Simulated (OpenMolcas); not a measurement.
## Multiplet structure of C⁺

| Item | Value |
| --- | --- |
| Program | OpenMolcas 26.06 |
| Method | CASSCF |
| Basis | ANO-RCC-VTZP [4s3p2d1f] |
| Scalar Hamiltonian | DKH2, point nucleus |
| Active space | 3 electrons in 4 orbitals (2s 2p) |
| State averaging | 2S+1 = 4 odd, 1 root; 2S+1 = 2 odd, 11 roots kept (CI in the orbitals of an earlier block); 2S+1 = 4 even, 3 roots; 2S+1 = 2 even, 9 roots kept (CI in the orbitals of an earlier block) |
| Spin-orbit coupling | RASSI with atomic mean-field integrals over the reference wave functions, term energies averaged over their components |

Spin-free terms above the lowest, with the occupations of the reference:

```json
{"Configuration": "2s2 2p", "Term": "2P*", "E (eV)": "0.0000", "Occupations": "2s 1.91 2p 1.09"}
{"Configuration": "2s 2p2", "Term": "4P", "E (eV)": "4.4233", "Occupations": "2s 1.00 2p 2.00"}
{"Configuration": "2s 2p2", "Term": "2D", "E (eV)": "9.8926", "Occupations": "2s 1.00 2p 2.00"}
{"Configuration": "2s 2p2", "Term": "2S", "E (eV)": "12.7595", "Occupations": "2s 1.00 2p 2.00"}
{"Configuration": "2s 2p2", "Term": "2P", "E (eV)": "15.0974", "Occupations": "2s 1.00 2p 2.00"}
{"Configuration": "2p3", "Term": "4S*", "E (eV)": "17.0740", "Occupations": "2p 3.00"}
{"Configuration": "2p3", "Term": "2D*", "E (eV)": "19.8765", "Occupations": "2p 3.00"}
{"Configuration": "2p3", "Term": "2P*", "E (eV)": "22.7936", "Occupations": "2s 0.09 2p 2.91"}
```

With spin-orbit coupling, above the lowest level:

```csv
Configuration,Term,J,E (eV),Measured (eV),g,Term weight %
2s2 2p,2P*,1/2,0.0000,0.0000,0.666,100
2s2 2p,2P*,3/2,0.0072,0.0079,1.334,100
2s 2p2,4P,1/2,4.4239,5.3317,2.671,100
2s 2p2,4P,3/2,4.4264,5.3345,1.735,100
2s 2p2,4P,5/2,4.4307,5.3380,1.601,100
2s 2p2,2D,3/2,9.8974,9.2905,0.800,100
2s 2p2,2D,5/2,9.8974,9.2901,1.200,100
2s 2p2,2S,1/2,12.7643,11.9637,2.002,100
2s 2p2,2P,1/2,15.0988,13.7156,0.666,100
2s 2p2,2P,3/2,15.1039,13.7208,1.334,100
2p3,4S*,3/2,17.0789,17.6091,2.002,100
2p3,2D*,3/2,19.8813,18.6555,0.800,100
2p3,2D*,5/2,19.8813,18.6549,1.200,100
2p3,2P*,1/2,22.7982,20.9198,0.666,100
2p3,2P*,3/2,22.7986,20.9221,1.334,100
```

Against the 14 measured excited levels shown (NIST Handbook of Basic Atomic Spectroscopic Data) the mean absolute deviation is 8200 cm-1; the largest miss in energy is 2p3 2P* 1/2: computed 22.7982, measured 20.9198 eV (+9.0 %), and the largest in proportion 2s 2p2 4P 1/2 (-17.0 %).

Spin-orbit coupling puts the lowest level 0.0048 eV below the lowest spin-free term.

Without dynamic correlation excited terms often stand tens of per cent too high (terms of higher spin than the ground term too low), and those without a measured partner can miss by more than the paired ones. Terms from blocks run as CI alone lack orbitals of their own. Computed and measured levels are paired by configuration, term and J; levels that our copy of the source lacks, or whose pairing is in doubt (as where it misses far off the trend of its configuration), stay unpaired and out of the deviations. Levels of configurations outside the active space are missing.

The term weight is that of the spin-free term in the level, not the purity of its configuration. * marks odd parity.
